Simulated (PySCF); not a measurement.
**Name the molecule from its bond curve**

A diatomic of charge -1 contains Br. Its singlet curve at PBEsol in a double-zeta basis (no relativity, PySCF), in eV from the separated fragments:

| R (Å) | E (eV) |
| --- | --- |
| 1.922 | -1.022 |
| 2.011 | -1.208 |
| 2.101 | -1.304 |
| 2.168 | -1.335 |
| 2.235 | -1.340 |
| 2.302 | -1.327 |
| 2.391 | -1.289 |
| 2.503 | -1.222 |
| 2.637 | -1.124 |
| 2.816 | -0.984 |

The fit gives ωe = 385 cm⁻¹ and the rotational constant Bₑ = 0.4237 cm⁻¹.

Q: Which atom is the partner?

A: The minimum lies at 2.218 Å, so the reduced mass is 16.8576 u Å² cm⁻¹/(Bₑ·Re²) = 8.088 u. With Br at 78.92 u the partner weighs about 9.0 u: Be. The molecule is BeBr⁻.

The highest Kohn–Sham level is positive in this anion. Much of that is self-interaction error, but it also means that the finite basis helps to hold the extra electron.
